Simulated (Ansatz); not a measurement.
Consider the redistribution: `F[Si](S)(Cl)Cl` + `O[SiH2][SiH3]` → `O[SiH2][Si](F)(Cl)Cl` + `[SiH3]S`.

Calculated with Ansatz (gas phase, PBE0-D4/def2-TZVP geometries, no zero-point term in ΔE). CBS: MP2 limit from def2 TZ/QZ plus the TZ coupled-cluster correction, frozen cores. This one scheme is used for every species. Functionals use def2-TZVPP. HSE06 is defined as in plane-wave codes. One conformer a species, not always the lowest.

```tsv
level	ΔE (kcal/mol)
PBE-D4	1.8
r2SCAN-D4	2.1
BHLYP-D4	0.5
revPBE	1.5
HSE06	1.7
LC-ωPBE	1.8
CCSD(T)/def2-SVP	2.2
SCS-MP2/def2-TZVPP	1.0
```

(1) What does CCSD(T)/CBS give? (Best estimate.)

Largest T1 diagnostic among the species: 0.012.

## Answers

(1) Computed: +1.3 kcal/mol. The listed levels differ from it by 0.5, 0.8, -0.8, 0.2, 0.4, 0.5, 0.9, -0.3 kcal/mol.

In def2-TZVPP, CCSD(T) changes the Hartree–Fock value by +2.0 kcal/mol (the triples alone add +0.3 kcal/mol) and MP2 by +2.1 kcal/mol. At CCSD(T), def2-SVP lies +0.8 kcal/mol from the extrapolated value and def2-TZVPP +0.3 kcal/mol.
